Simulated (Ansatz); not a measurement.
Relaxation of GeH3(NHMe) (CH₇GeN) with RKS PBE0-D4/def2-SVP.

```sh
$ ansatz run in.yaml --threads 4 --pin off --events-out ev --progress --plain --max-ram 3916MiB
```

```yaml
crystal:
  periodic: [false, false, false]
  atoms:
    - {symbol: Ge, position_ang: [0.583350, 1.008670, 0.886250]}
    - {symbol: H, position_ang: [0.541840, 0.962270, 2.375620]}
    - {symbol: H, position_ang: [2.002590, 1.040420, 0.385890]}
    - {symbol: H, position_ang: [-0.098290, 2.244120, 0.362820]}
    - {symbol: N, position_ang: [-0.256810, -0.470040, 0.326300]}
    - {symbol: C, position_ang: [-0.491070, -0.846360, -1.051700]}
    - {symbol: H, position_ang: [-0.638710, -1.127580, 0.984690]}
    - {symbol: H, position_ang: [-1.560450, -0.908630, -1.278540]}
    - {symbol: H, position_ang: [-0.049870, -0.091550, -1.701130]}
    - {symbol: H, position_ang: [-0.032580, -1.811300, -1.290200]}
basis:
  gaussian: {orbitals: def2-SVP}
hamiltonian: {xc: pbe0, dispersion: d4}
scf: {omitted_lower_state_checks: [starts]}
output: {orbitals: {seedname: orbitals}}
relax: {f_tol: 0.02, max_steps: 100}
```

Hardware: 4 threads of Arm Neoverse V1 on a shared host. Wall time 18 s.

Positions (Å) and forces (eV/Å) at steps 1, 2, 3, 4, 5, 6, 7, 8, 9, 10, 11, 13 of 13:

```xyz
10
step=1 energy=-59139.7546 eV
Ge    0.583    1.009    0.886   -0.035   -0.080   -0.193
H     0.542    0.962    2.376    0.000    0.016    0.915
H     2.003    1.040    0.386    0.759    0.029   -0.214
H    -0.098    2.244    0.363   -0.362    0.669   -0.227
N    -0.257   -0.470    0.326   -0.415   -0.728   -0.629
C    -0.491   -0.846   -1.052    0.146    0.250    0.872
H    -0.639   -1.128    0.985   -0.018   -0.026    0.340
H    -1.560   -0.909   -1.279   -0.330   -0.013   -0.228
H    -0.050   -0.092   -1.701    0.106    0.182   -0.407
H    -0.033   -1.811   -1.290    0.148   -0.298   -0.229
10
step=2 energy=-59139.8330 eV
Ge    0.585    1.011    0.886    0.056    0.102    0.023
H     0.552    0.978    2.414   -0.006   -0.011    0.174
H     2.044    1.048    0.393    0.110    0.005   -0.046
H    -0.115    2.282    0.371   -0.051    0.100   -0.046
N    -0.264   -0.483    0.324   -0.195   -0.346   -0.408
C    -0.496   -0.856   -1.053    0.082    0.139    0.419
H    -0.643   -1.132    0.999    0.029    0.054    0.140
H    -1.570   -0.917   -1.300   -0.102   -0.006   -0.073
H    -0.056   -0.105   -1.723    0.034    0.056   -0.111
H    -0.036   -1.825   -1.311    0.044   -0.094   -0.073
10
step=3 energy=-59139.8397 eV
Ge    0.586    1.012    0.888    0.027    0.048    0.028
H     0.552    0.975    2.428   -0.001   -0.003   -0.026
H     2.050    1.052    0.388   -0.013   -0.005    0.009
H    -0.116    2.290    0.368    0.000   -0.013    0.011
N    -0.266   -0.488    0.323   -0.060   -0.114   -0.160
C    -0.497   -0.858   -1.051    0.028    0.050    0.121
H    -0.643   -1.129    1.009    0.024    0.047    0.039
H    -1.572   -0.917   -1.308   -0.002   -0.004   -0.013
H    -0.056   -0.108   -1.726    0.001   -0.001    0.001
H    -0.037   -1.829   -1.318   -0.003   -0.004   -0.011
10
step=4 energy=-59139.8405 eV
Ge    0.586    1.013    0.886    0.000    0.005    0.019
H     0.551    0.972    2.425    0.000   -0.003   -0.013
H     2.051    1.051    0.388   -0.019    0.004    0.000
H    -0.121    2.291    0.372    0.012   -0.012    0.002
N    -0.266   -0.490    0.320    0.000   -0.015   -0.008
C    -0.497   -0.859   -1.049    0.000    0.004   -0.012
H    -0.642   -1.123    1.013    0.009    0.023    0.012
H    -1.571   -0.916   -1.310    0.004   -0.002   -0.004
H    -0.053   -0.109   -1.725   -0.002   -0.007    0.005
H    -0.039   -1.830   -1.320   -0.005    0.002   -0.002
10
step=5 energy=-59139.8407 eV
Ge    0.582    1.013    0.888    0.045    0.058    0.002
H     0.562    0.969    2.426   -0.012   -0.017   -0.005
H     2.041    1.065    0.379   -0.008    0.016   -0.005
H    -0.140    2.286    0.386    0.003    0.009   -0.001
N    -0.245   -0.500    0.318    0.048    0.030   -0.076
C    -0.492   -0.862   -1.051    0.016    0.030    0.044
H    -0.651   -1.109    1.011   -0.074   -0.095    0.100
H    -1.566   -0.890   -1.311   -0.067    0.003   -0.015
H    -0.029   -0.128   -1.727    0.026    0.027   -0.026
H    -0.063   -1.844   -1.318    0.022   -0.060   -0.019
10
step=6 energy=-59139.8459 eV
Ge    0.575    1.016    0.886   -0.004    0.007    0.001
H     0.578    0.956    2.423   -0.006   -0.013    0.015
H     2.021    1.115    0.354    0.007    0.008   -0.022
H    -0.190    2.275    0.414   -0.016    0.011   -0.008
N    -0.193   -0.534    0.318    0.189    0.145   -0.150
C    -0.479   -0.868   -1.050    0.026    0.061    0.098
H    -0.669   -1.093    1.006   -0.150   -0.144    0.181
H    -1.550   -0.805   -1.309   -0.150    0.024   -0.041
H     0.045   -0.181   -1.731    0.062    0.049   -0.029
H    -0.138   -1.882   -1.311    0.041   -0.147   -0.046
10
step=7 energy=-59139.8644 eV
Ge    0.550    1.004    0.881    0.082    0.210    0.078
H     0.621    0.958    2.418    0.015   -0.005   -0.020
H     1.956    1.167    0.263   -0.027    0.021    0.020
H    -0.305    2.224    0.439    0.004   -0.047    0.020
N    -0.119   -0.599    0.341   -0.053   -0.159    0.063
C    -0.448   -0.858   -1.035   -0.036   -0.101   -0.133
H    -0.694   -1.099    1.012    0.031    0.067   -0.092
H    -1.493   -0.613   -1.316    0.042    0.016    0.005
H     0.205   -0.267   -1.701   -0.016   -0.013    0.048
H    -0.273   -1.916   -1.302   -0.041    0.012    0.013
10
step=8 energy=-59139.8371 eV rejected
Ge    0.533    0.999    0.879    0.099    0.277    0.087
H     0.688    0.951    2.415   -0.007    0.005   -0.110
H     1.899    1.255    0.190   -0.174   -0.038    0.069
H    -0.431    2.170    0.492    0.113   -0.171    0.049
N    -0.054   -0.655    0.354   -0.540   -0.304    0.249
C    -0.418   -0.861   -1.028   -0.113   -0.181   -0.674
H    -0.730   -1.082    1.004    0.421    0.257   -0.358
H    -1.425   -0.427   -1.337    0.779   -0.330    0.208
H     0.364   -0.385   -1.684   -0.554   -0.347    0.322
H    -0.427   -1.963   -1.284   -0.024    0.834    0.160
10
step=9 energy=-59139.8752 eV
Ge    0.544    1.011    0.884    0.013    0.060    0.027
H     0.657    0.941    2.418    0.004   -0.001   -0.020
H     1.929    1.219    0.236   -0.030    0.008    0.003
H    -0.358    2.211    0.487    0.009   -0.024    0.013
N    -0.097   -0.610    0.337    0.007   -0.058    0.033
C    -0.436   -0.867   -1.040   -0.011   -0.032   -0.029
H    -0.706   -1.080    1.000    0.014    0.032   -0.040
H    -1.455   -0.541   -1.336    0.023    0.006   -0.010
H     0.271   -0.342   -1.706   -0.013   -0.039    0.022
H    -0.349   -1.943   -1.279   -0.017    0.049    0.002
10
step=10 energy=-59139.8797 eV
Ge    0.534    1.013    0.888    0.023    0.019   -0.032
H     0.685    0.931    2.417    0.012    0.003   -0.020
H     1.891    1.258    0.197   -0.023    0.005    0.024
H    -0.406    2.196    0.526   -0.001   -0.038    0.013
N    -0.072   -0.628    0.338   -0.075   -0.018    0.107
C    -0.422   -0.870   -1.040   -0.033   -0.014   -0.157
H    -0.713   -1.068    0.993    0.050    0.026   -0.066
H    -1.413   -0.464   -1.353    0.177   -0.062    0.036
H     0.338   -0.413   -1.703   -0.116   -0.083    0.072
H    -0.422   -1.956   -1.263   -0.013    0.163    0.022
10
step=11 energy=-59139.8838 eV
Ge    0.528    1.014    0.887   -0.014   -0.012    0.018
H     0.732    0.925    2.409   -0.003    0.008    0.012
H     1.862    1.286    0.168   -0.012   -0.002   -0.016
H    -0.451    2.172    0.563    0.007    0.021    0.003
N    -0.076   -0.629    0.345    0.035   -0.006   -0.067
C    -0.410   -0.869   -1.040   -0.011   -0.025    0.027
H    -0.733   -1.060    0.987   -0.006   -0.001    0.009
H    -1.364   -0.416   -1.378   -0.001    0.007   -0.006
H     0.383   -0.471   -1.695    0.007   -0.004    0.023
H    -0.469   -1.952   -1.246   -0.003    0.015   -0.002
10
step=13 energy=-59139.8847 eV
Ge    0.520    1.014    0.890   -0.008   -0.002    0.005
H     0.751    0.922    2.408    0.010    0.005   -0.004
H     1.831    1.303    0.135   -0.001   -0.001    0.008
H    -0.475    2.168    0.594    0.001   -0.001   -0.001
N    -0.070   -0.635    0.347   -0.004    0.004   -0.012
C    -0.401   -0.870   -1.039    0.010    0.000   -0.001
H    -0.738   -1.059    0.983   -0.001   -0.001    0.006
H    -1.329   -0.375   -1.394   -0.001   -0.001   -0.002
H     0.419   -0.516   -1.686   -0.005   -0.002    0.004
H    -0.508   -1.951   -1.236   -0.001    0.001   -0.002
```
